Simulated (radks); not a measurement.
Species: H. Configuration: 1s1 (the NIST ground configuration).

Method: non-relativistic Kohn-Sham, BLYP, spin-polarised, spherical densities, point nucleus; open shells are filled with parallel spins first; computed with a radial shooting solver on a logarithmic mesh with Libxc functionals.

Energy parts (hartree):
total: -0.49791
kinetic: 0.49791
electron-nucleus: -0.99717
Hartree: 0.30726
exchange-correlation: -0.30592

Orbitals (lengths in bohr, moments of r in powers of bohr):
orbital  occ.  eigenvalue (hartree)  <r^2>  <r^4>    <r>
1s up       1              -0.27220  3.230  28.28  1.540

The highest occupied level is 1s up at -7.407 eV. For comparison, the ionisation energy in NIST's Atomic Spectra Database is 13.598 eV (theoretical). In exact Kohn-Sham theory the highest level is minus the ionisation energy, but local and semilocal functionals leave it too shallow, through self-interaction and a potential that decays too fast; potentials with the right tail come closer. The electron density at the nucleus is 0.3363 e/bohr^3. The spin density at the nucleus is 0.3363 e/bohr^3 (1s 0.3363), a Fermi contact field of 17.6 T. Spin moment in Bohr magnetons: 1.

Run on one thread of a shared host, so times are rough (Arm Neoverse N1): 0.06 s of CPU time, 0.06 s wall, 13 iterations on 2476 mesh points.
